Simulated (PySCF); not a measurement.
**Excitation energy of Fe by level of theory**

Fe [Ar] 3d6 4s2 (5D) → Fe [Ar] 3d7 4s1 (5F), as a difference of total energies. Calculation: PySCF 2.14, in aug-cc-pVTZ with one added diffuse shell each of s, p, d, f, g type (9s8p6d4f3g, 118 functions); the non-relativistic Hamiltonian (point nucleus). Correlated levels: valence: [Ar] frozen. The calculations carry no spin-orbit coupling.

Task: Order these methods by the excitation energy they give, lowest first.
A. LDA
B. M06
C. PBE0
D. PBE

Result: D (-0.200 eV), A (-0.131 eV), C (0.254 eV), B (1.192 eV).

These non-relativistic numbers lack the scalar-relativistic shift.

Errors of the correlated levels include the incompleteness of this basis and the frozen core.

For comparison: 0.875 eV (measured; NIST levels, between the centres of gravity of the two terms).
